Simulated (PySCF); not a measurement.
Removing an electron from `[BH3-][NH2+]CC=C`

C₃H₁₀BN.
Z-matrix (Å and degrees, PBE0-D3(BJ)/def2-SVP geometry), rows numbered from 1:
```
B 
N   1  1.6284
C   2  1.4631  1  114.65
C   3  1.4942  2  115.39  1   179.38
C   4  1.3336  3  126.76  2     0.57
H   1  1.2252  2  105.45  3   179.90
H   1  1.2263  2  105.68  3    59.86
H   1  1.2264  2  105.59  3   -60.14
H   2  1.0219  1  108.25  3  -122.98
H   2  1.0220  1  108.05  3   122.74
H   3  1.1020  2  107.10  1    55.56
H   3  1.1021  2  107.12  1   -56.85
H   4  1.0962  3  114.25  2  -179.47
H   5  1.0947  4  122.97  3    -0.04
H   5  1.0922  4  121.00  3   179.98
```

Level: CAM-B3LYP/def2-SVPD (PySCF). Frontier orbitals with their largest atomic shares (Löwdin; up to four atoms above 4 %):

```
orbital  ε (eV)                             main atoms
 HOMO−3  -11.19       N2 28 %, B1 28 %, H8 8 %, H7 8 %
 HOMO−2   -9.75               C5 36 %, C4 32 %, C3 9 %
 HOMO−1   -9.20      B1 42 %, H6 29 %, H7 10 %, H8 9 %
   HOMO   -9.15                                      ?
   LUMO    0.65     C4 34 %, C5 33 %, H14 8 %, H15 6 %
 LUMO+1    0.67    C5 17 %, B1 15 %, H10 12 %, H9 11 %
 LUMO+2    1.47  H13 22 %, C4 19 %, H11 11 %, H12 11 %
```

Task: What vertical ionisation energy does ΔSCF give, and how far is −ε(HOMO) from it?

Result: ΔSCF: 10.16 eV (981 kJ/mol; threshold wavelength 122 nm); ⟨S²⟩ of the doublet left behind is 0.759, against 0.75 for a pure doublet. −ε(HOMO) is 9.15 eV, 1.01 eV below it. In exact Kohn–Sham theory the two would be equal; CAM-B3LYP (range-separated hybrid) falls short of its own ΔSCF value by 10 %. Holes in the HOMO−1 and HOMO−2 were tried too where these lie within 1.2 eV of the HOMO; the lowest converged state counts.

Task: On which atoms does the HOMO lie?

Result: B1 (four-coordinate boron) 39 %, H8 (B–H hydrogen) 21 %, H7 (B–H hydrogen) 21 %, N2 (nitrogen bonded to B, C and 2 H) 5 %. The HOMO−1 lies 0.05 eV lower.

Task: How many of the 10 lowest singlet excitations (vertical TDDFT, same level) lie below the ionisation energy?

Result: All 10; they run from 6.98 to 8.38 eV.

Task: What total energies stand behind the ΔSCF value?

Result: E(N) = -199.65826 Eh and E(N − 1) = -199.28471 Eh at the same geometry, 0.37355 Eh apart.

Task: Shift the occupied levels rigidly so that −ε(HOMO) equals the ΔSCF value. What binding energies result?

Result: The shift is +1.01 eV: HOMO 10.16, HOMO−1 10.21, HOMO−2 10.76, HOMO−3 12.20 eV. A rigid shift is only a rough guide to the deeper ionisations.

Task: With α = 65.9 au, estimate the like-pair dispersion coefficient by London's formula C6 = (3/4)α²I.

Result: I = 0.3735 Eh, so C6 ≈ 1220 au, a rough estimate.

One conformer (not necessarily the lowest) at the PBE0-D3(BJ)/def2-SVP geometry, without solvent, vibrations or thermal averaging.

These values come from a run that also computed excited states and ΔSCF ions. The run took 2.4 min wall on an Arm Neoverse V2 with one thread, on a shared host, and the process peaked at 0.96 GiB of memory.
